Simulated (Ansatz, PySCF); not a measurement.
4-bromobuta-1,2-diene (C4H5Br), SMILES C=C=CCBr.

Geometry optimised at r2SCAN-D4/def2-SVP. Other conformers were not sampled.

Vertical ionisation energy (IE) and electron affinity (EA) in eV. Rows of orbital energies are one-electron estimates. Where ΔSCF, EOM or ADC give a negative EA the extra electron is unbound and the value depends on the basis.

```
level                                                                   IE     EA
-------------------------------------------------------------------  -----  -----
−ε(HOMO), −ε(LUMO), HF/def2-TZVP (PySCF)                             10.08  -2.91
−ε(HOMO), −ε(LUMO), PBE/def2-TZVP (PySCF)                                ?      ?
ΔSCF, PBE0/def2-SVPD (Ansatz), final states of multiplicity 2 and 2   9.52  -0.64
ΔSCF, PBE/def2-SVPD (Ansatz), final states of multiplicity 2 and 2    9.25  -0.47
```

### Question
Complete the blanks. (The exact figures need the calculation; the answer reports its results.)

### Answer

- −ε(HOMO), −ε(LUMO), PBE/def2-TZVP (PySCF), IE: 6.41
- −ε(HOMO), −ε(LUMO), PBE/def2-TZVP (PySCF), EA: 1.81

### Question
What vertical singlet–triplet gap does ΔSCF give with PBE0/def2-SVPD (Ansatz, a program for electronic structure) and with PBE/def2-SVPD (Ansatz)? (The exact figures need the calculation; the answer reports its results.)

### Answer
4.21 and 4.15 eV (triplet above singlet where positive).
